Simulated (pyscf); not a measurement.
## H₂N–Zn–NH₂, singlet

Gas-phase minimum from PySCF at ωB97X-D3(BJ)/def2-SVP, one conformer. 

SMILES: [NH2][Zn][NH2]
```xyz
7

N      0.7879     0.7059     0.4043
Zn    -0.1990    -0.7935     0.6429
N     -1.2616    -2.2207     0.9798
H      1.2733     0.8723    -0.4723
H      1.3633     1.0683     1.1591
H     -0.9351    -3.1644     0.7936
H     -2.2551    -2.1821     0.7708
```

Bonded distances (Å): N1–Zn2 1.811, N1–H4 1.016, N1–H5 1.016, Zn2–N3 1.811, N3–H6 1.016, N3–H7 1.016. Angles (°): Zn2–N1–H4 120.6, Zn2–N1–H5 120.4, H4–N1–H5 108.2, N1–Zn2–N3 175.5, Zn2–N3–H6 120.6, Zn2–N3–H7 120.4, H6–N3–H7 108.2.

Properties at ωB97X-D3(BJ)/def2-SVP:

```json
{
  "harmonic_wavenumbers_unscaled": "152, 153, 209, 298, 300, 624, 716, 718, 754, 1550, 1553, 3603, 3603, 3688, 3689 cm⁻¹",
  "zero_point_energy": "30.9 kcal/mol",
  "rotational_symmetry_number": "2",
  "Entropy of this conformer at 298 K and 1 atm, rigid rotor and harmonic oscillator, modes under 100 cm⁻¹ raised to 100": "300.5 J/(mol K)",
  "dipole_moment": "1.21 D"
}
```

Single-point totals, which compare only within one level (frozen core for MP2 and CC):

```tsv
level	total energy (hartree)
ωB97X-D3(BJ)/def2-TZVP	-1891.37094
PBE/def2-TZVP	-1890.96910
r²SCAN/def2-TZVP	-1891.29356
B3LYP-D3(BJ)/def2-TZVP	-1891.43131
PBE0-D3(BJ)/def2-TZVP	-1890.99308
M06-2X/def2-TZVP	-1891.29260
ωB97M-D3(BJ)/def2-TZVP	-1891.42734
HF/def2-TZVPP	-1889.08588
MP2/def2-TZVPP	-1890.37285
CCSD/def2-TZVPP	-1890.30036
CCSD(T)/def2-TZVPP	-1890.33589
```

Soft torsions are taken as harmonic, which can shift the entropy by several J/(mol K). The CCSD(T) − MP2 part came from Ansatz, without density fitting, on the same reference. The frozen core leaves the outer d or s,p core shells of the metals and heavy elements correlated in the MP2 and CC values, and def2-TZVPP describes them poorly, so these totals are far from the basis limit. Elements up to Kr have no core potential and no relativistic terms here.
